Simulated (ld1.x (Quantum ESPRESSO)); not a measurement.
Reading a pseudo-wave (Te)

Columns: radius, all-electron u(r) and pseudo u(r) of the 4p shell (level -116.32 eV) of tellurium in the configuration [Ar] 3d10 4s2 4p6 4d10 5s2 5p3.75; LDA (PZ), scalar-relativistic, PAW scheme, ld1.x (Quantum ESPRESSO) 7.5.

| r (bohr) | all-electron | pseudo |
| --- | --- | --- |
| 0.078 | 0.4208 | 0.0188 |
| 0.155 | -0.3308 | 0.0727 |
| 0.232 | -0.7126 | 0.1570 |
| 0.310 | -0.4831 | 0.2659 |
| 0.388 | 0.0270 | 0.3890 |
| 0.465 | 0.5345 | 0.5143 |
| 0.542 | 0.9207 | 0.6330 |
| 0.620 | 1.1590 | 0.7370 |
| 0.698 | 1.2617 | 0.8171 |
| 0.775 | 1.2642 | 0.8675 |
| 0.852 | 1.2019 | 0.8870 |
| 0.930 | 1.1005 | 0.8759 |
| 1.008 | 0.9811 | 0.8367 |
| 1.085 | 0.8590 | 0.7759 |
| 1.162 | 0.7410 | 0.6997 |
| 1.240 | 0.6305 | 0.6139 |
| 1.318 | 0.5314 | 0.5267 |
| 1.395 | 0.4455 | 0.4449 |
| 1.472 | 0.3712 | 0.3713 |
| 1.550 | 0.3071 | 0.3071 |
| 1.628 | 0.2529 | 0.2529 |
| 1.705 | 0.2081 | 0.2081 |
| 1.782 | 0.1707 | 0.1707 |
| 1.860 | 0.1393 | 0.1393 |
| 1.938 | 0.1133 | 0.1133 |
| 2.015 | 0.0924 | 0.0924 |

Q: How many radial nodes do the two functions have?

A: The all-electron 4p function has n − l − 1 = 2; the pseudo-wave has 0, since the states of the same l below it are removed with the core.

Q: At about which radius was the pseudo-wave matched?

A: 1.55 bohr. The columns agree to 0.0005 from 1.47 bohr on; several derivatives are matched, so the curves merge somewhat inside the radius.

Q: Where does each function peak?

A: Outermost all-electron maximum near 0.78 bohr, pseudo maximum near 0.85 bohr (to the table’s step).

Q: Is the pseudo-wave norm-conserving?

A: No, it belongs to a PAW set: the norm inside the radius is not constrained, and the difference is carried by the augmentation charge.
